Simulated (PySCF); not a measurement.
# Telling isomers of C$_{9}$H$_{16}$ apart by NMR

- geometry: GFN2-xTB
- PBE0/pcSseg-1 with gauge-including orbitals
- run in PySCF 2.14
- a single conformation, averaged over atoms made equivalent by symmetry, fast rotation or ring inversion, no relativistic terms, no solvent

Chemical shifts δ = σref − σ; 1H (σ = 31.72 ppm) and 13C (σ = 186.93 ppm) against TMS, all at this level. Where no couplings were computed, multiplicities follow the n + 1 count of equivalent neighbours, and m marks all less simple cases (inequivalent or close neighbours, rings, F or P nearby). Shifts are as computed. Against solution values, carbons near 30 ppm lie about +3 ppm off and those near 130 ppm about +5 ppm. Of 1211 compounds with measured shifts, 218 miss one by over three times the rms of a fit or turn the order of signals round; such compounds aren't used in these exercises.

(1) Tabulate the signals of `C=CC/C(=C\C)CCC`, `C1CCC2(C1)CCCC2`, `C1CCC(C2CC2)CC1` and their relative energies.

(2) What is the quickest way to tell C=CC/C(=C\C)CCC from C1CCC2(C1)CCCC2?

(3) What is the quickest way to tell C=CC/C(=C\C)CCC from C1CCC(C2CC2)CC1?

(4) What is the quickest way to tell C1CCC2(C1)CCCC2 from C1CCC(C2CC2)CC1?

Results:

(1) 
```tsv
SMILES	carbon types	δC	δH	E rel. (kcal/mol)
C=CC/C(=C\C)CCC	1×C 2×CH 4×CH2 2×CH3	146.4, 146.4, 127.8, 120.9, 43.2, 39.8, 29.5, 17.3, 17.0	5.89 (m, 1H), 5.57 (q, 1H), 5.29 (m, 1H), 5.21 (m, 1H), 2.86 (d, 2H), 1.85 (t, 2H), 1.85 (d, 3H), 1.36 (m, 2H), 1.03 (t, 3H)	34.0
C1CCC2(C1)CCCC2	1×C 8×CH2	51.8, 43.0, 28.4	1.70 (m, 8H), 1.49 (m, 8H)	0.0
C1CCC(C2CC2)CC1	2×CH 7×CH2	43.5, 34.3, 30.8, 25.5, 14.8, 6.6	1.82 (m, 2H), 1.81 (m, 1H), 1.59 (m, 2H), 1.58 (m, 2H), 1.46 (m, 2H), 1.21 (m, 1H), 1.09 (m, 1H), 0.50 (m, 1H), 0.49 (m, 2H), 0.05 (m, 2H)	15.4
```

Energies are electronic energies at PBE0/pcSseg-1 on these geometries, without zero-point or thermal terms, each for the one conformer computed, which needn't be the lowest.

(2) Count the carbon signals: 9 against 3. The first has a fully substituted alkene carbon (C) at 146.4 ppm, the second a quaternary sp3 carbon in a ring (C) at 51.8 ppm. In the proton spectra the most deshielded non-exchanging signals are 5.89 (m, 1H) and 1.70 (m, 8H).

(3) Count the carbon signals: 9 against 6. The first has a fully substituted alkene carbon (C) at 146.4 ppm, the second an sp3 CH in a ring at 43.5 ppm. In the proton spectra the most deshielded non-exchanging signals are 5.89 (m, 1H) and 1.82 (m, 2H).

(4) Count the carbon signals: 3 against 6. The first has a quaternary sp3 carbon in a ring (C) at 51.8 ppm, the second an sp3 CH in a ring at 43.5 ppm.
